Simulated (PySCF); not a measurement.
Al(H)(Cl)(OEt) (C₂H₆AlClO), SMILES [O](CC)[AlH][Cl].

Coordinates come from a ωB97X-D3(BJ)/def2-SVP optimisation. The structure was generated by enumeration; whether it is a known compound was not checked. Other conformers were not sampled.

These are C-PCM-ωB97X/def2-SVP (PySCF) values and carry that method's errors.

The values are the electrostatic part of the solvation free energy, E(continuum) − E(gas) at the gas-phase geometry, in a cavity of scaled van der Waals radii (PySCF's table); cavitation and dispersion terms are not included. A continuum can't describe solvent molecules that bind to the metal. In vacuum the orbital gap is 12.02 eV. The dipole moment in vacuum is 1.13 D.

```
solvent            ε  ΔG(elec) (kcal/mol)  dipole (D)  gap (eV)
-------------  -----  -------------------  ----------  --------
water          78.36                 -5.3        1.29     12.38
chlorobenzene   5.70                 -4.3        1.26     12.32
2-propanol     19.26                 -5.0        1.28     12.36
```
